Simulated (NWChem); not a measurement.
# AlI$_{2}$F; SMILES [F][Al]([I])[I]

```xyz
4

Al     0.0000     0.0000    -0.8570
F      0.0000     0.0000    -2.5298
I      2.1586     0.0000     0.3199
I     -2.1586     0.0000     0.3199
```
Atoms are numbered in this order, from 1.

Computed with NWChem. Medium grid unless said otherwise, to which SCAN and Minnesota functionals are sensitive. Geometry: optimised at PBE-D3(BJ)/def2-SVP. def2 effective core potentials on I; no spin-orbit coupling. B3LYP is NWChem's, with the RPA form of VWN correlation.

Task: Among these, which level gives the lowest value of “highest occupied level (eV)”?
A) HCTH/407/def2-SVP
B) LRC-wPBEh/def2-SVP
C) M06-L/def2-SVP
D) LDA (Slater exchange, VWN5)/def2-SVP

Result: B, LRC-wPBEh/def2-SVP. Values: LRC-wPBEh/def2-SVP -9.81; LDA (Slater exchange, VWN5)/def2-SVP -6.98; M06-L/def2-SVP -6.89; HCTH/407/def2-SVP -6.87
